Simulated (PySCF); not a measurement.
NMR data simulated for an unnamed compound:

1H NMR (400 MHz, computed): δ 5.09 (q, 2H), 2.09 (m, 1H), 1.86 (m, 2H), 0.61 (m, 2H), 0.26 (t, 3H).

13C{1H} NMR (computed): δ 54.6 (C), 34.0 (CH2), 7.0 (CH), -2.2 (CH3).

How the numbers were obtained: geometry from GFN2-xTB, σ from GIAO-PBE0/pcSseg-1, in PySCF (no solvent model, relativity neglected, a single conformation, equivalent nuclei averaged).

δ = σ(ref) − σ, references computed at the same level: TMS for 1H (σ = 31.72 ppm) and 13C (σ = 186.93 ppm).

Q: Which of these does the molecule contain: an N-methyl group, a carboxylic acid, a CH3CH2 unit, a Si–CH3 group, a Si–H bond, a three-membered ring?

A: 
- An N-methyl group: no.
- A carboxylic acid: no.
- A CH3CH2 unit: no.
- A Si–CH3 group: yes (δC -2.2; δH 0.26 (t)).
- A Si–H bond: yes (δH 5.09 (q)).
- A three-membered ring: yes.

The data belong to `C[SiH2]O[C@]12C[C@H]1C2`, C₅H₁₀OSi; they needn't prove each group on their own.

Carbon signals by region: 1 at 50–100 ppm, 3 below 50 ppm.

Shifts are as computed. Against solution values, carbons near 30 ppm lie about +3 ppm off and those near 130 ppm about +5 ppm. Of 1309 compounds with measured shifts, 239 miss one by over three times the rms of a fit or turn the order of signals round; such compounds aren't used in these exercises. Multiplicities follow the n + 1 count of equivalent neighbours, as no J values were calculated; m marks all less simple cases, F and P coupling included.
